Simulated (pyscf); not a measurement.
## [H₂N–AlH]•, doublet

Gas-phase minimum from PySCF at ωB97X-D3(BJ)/def2-SVP, one conformer. Other isomers of [H₂N–AlH]• were not searched in full and may lie lower. 

SMILES: [NH2][AlH]
```xyz
5

N      0.0355     0.5994     0.1796
Al     1.2732     0.0910    -0.9951
H      0.2107     1.0601     1.0668
H     -0.9645     0.4665     0.0518
H      0.7226    -0.6189    -2.3254
```
Charge 0, spin multiplicity 2.

Bond lengths (Å): N1–Al2 1.781, N1–H3 1.015, N1–H4 1.017, Al2–H5 1.605. Bond angles (°): Al2–N1–H3 125.9, Al2–N1–H4 124.3, H3–N1–H4 109.8, N1–Al2–H5 115.8.

Properties at ωB97X-D3(BJ)/def2-SVP:

```
Quantity                                                                                                                                                             Result
---------------------------------------------------------------------------------------------------------------------  ----------------------------------------------------
Harmonic wavenumbers, unscaled                                                                                         439, 474, 501, 727, 819, 1531, 1853, 3604, 3699 cm⁻¹
Zero-point energy                                                                                                                                             19.5 kcal/mol
Rotational symmetry number                                                                                                                                                1
Entropy of this conformer at 298 K and 1 atm, rigid rotor and harmonic oscillator, modes under 100 cm⁻¹ raised to 100                                       256.9 J/(mol K)
Dipole moment                                                                                                                                                        1.35 D
Spin expectation value S2                                                                                                                                             0.752
```

Single-point totals, which compare only within one level (frozen core for MP2 and CC):

```tsv
level	total energy (hartree)
ωB97X-D3(BJ)/def2-TZVP	-299.03759
PBE/def2-TZVP	-298.79110
r²SCAN/def2-TZVP	-298.94049
B3LYP-D3(BJ)/def2-TZVP	-299.03049
PBE0-D3(BJ)/def2-TZVP	-298.81947
M06-2X/def2-TZVP	-298.95256
ωB97M-D3(BJ)/def2-TZVP	-299.04844
UHF/def2-TZVPP	-298.14355
MP2/def2-TZVPP	-298.42431
CCSD/def2-TZVPP	-298.44328
CCSD(T)/def2-TZVPP	-298.45399
```

The CCSD(T) − MP2 part came from Ansatz, without density fitting, on the same reference.
